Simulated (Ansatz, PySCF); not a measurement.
Stretching the Si1–H2 bond in HISi (SMILES [SiH]I) (multiplicity 1 held, fragments rigid). Energies count from the point at 1.522 Å.
Geometry at that point (charge 0, multiplicity 1):
```xyz
3

Si    -1.1214    -0.9327     1.2781
H     -2.0942    -1.3863     0.1983
I      0.3357     0.2725    -0.3414
```

R- and RO- levels are restricted; in cc, def2 and unpolarised 6-31G sets they are followed outwards from rest. U- levels take the lowest unrestricted solution at each point, which mixes spins at long bonds. Levels need not reach the same state.

Correlated levels freeze the cores. Filled d and f shells under p-block atoms count as core. Rows in LANL2DZ carry no dispersion term and start afresh at each structure. LANL2DZ brings its own core potentials from Na on.

Programs: Ansatz (Gaussian basis) for Hartree–Fock, density functionals and correlated methods; PySCF for LANL2DZ rows.  In def2 rows elements past Kr take small-core potentials, without spin–orbit coupling.

Question: Estimate the energy at R = 4.872 Å that U-HF/LANL2DZ returns for this input.

Answer: 209 kJ/mol

Question: What is the computed energy at R = 4.872 Å (R-wB97X-V/def2-TZVPP)?

Answer: 565 kJ/mol

Question: Give the energy at R = 4.872 Å at the level R-SCS-MP2/def2-TZVPP.

Answer: 416 kJ/mol

Doubts at one or more of the structures used: a spin-contaminated determinant (U-HF/LANL2DZ); a restricted determinant that unrestricted orbitals would lower (R-wB97X-V/def2-TZVPP, R-SCS-MP2/def2-TZVPP).

Ansatz is an electronic-structure program.
